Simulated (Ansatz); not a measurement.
C2H4NO, charge -1, singlet, at a GFN2-xTB geometry (a gas-phase anion, which may not be bound at this level); Ansatz (an electronic-structure program) with WB97X-V/cc-pVDZ.

Here is a job for Ansatz.
Ansatz 0.2 input:
```yaml
crystal:
  periodic: [false, false, false]
  atoms:
    - {symbol: O, position_ang: [0.44102955, 1.19748662, 0.47680953]}
    - {symbol: C, position_ang: [0.16163575, 0.06201656, 0.02088216]}
    - {symbol: N, position_ang: [0.95199448, -0.88773121, -0.38661403]}
    - {symbol: C, position_ang: [-1.33545762, -0.32173137, -0.09676049]}
    - {symbol: H, position_ang: [-1.85084567, 0.40012995, -0.73220856]}
    - {symbol: H, position_ang: [-1.43095332, -1.31866720, -0.52101978]}
    - {symbol: H, position_ang: [-1.79883849, -0.29696355, 0.89081905]}
    - {symbol: H, position_ang: [1.93137104, -0.59198498, -0.29049862]}
basis:
  gaussian:
    orbitals: cc-pVDZ
hamiltonian:
  xc: {name: wB97X-V}
total_charge: -1
accuracy: high
```

What the program printed (banner, timings and long lists left out):

```
Functional definition: wB97X-V
1794 factors; integrals over basis functions are off by at most 3.0e-9 eV
304 factors; integrals over basis functions are off by at most 2.2e-9 eV
mean field evaluation 1: about -5671.9868 eV, gradient 3.8e1 eV
mean field evaluation 2: about -5672.5411 eV, gradient 3.7e1 eV
mean field evaluation 4: about -5674.8677 eV, gradient 1.3e0 eV
mean field evaluation 8: about -5674.8754 eV, gradient 3.3e-2 eV
mean field evaluation 16: about -5674.8754 eV, gradient 6.4e-6 eV
mean field -5674.87541285 eV, -208.5478248535 hartree, gradient 7.3e-9 eV, S^2 0.000000; 0 other end points of the search recorded, 0 dependent functions left out
reference -5674.87541271 eV, -208.5478248485 hartree; 16, 16 occupied and 60, 60 virtual orbitals, 1794 factors
Total energy: -5674.87541271 eV, -208.5478248485 hartree
```
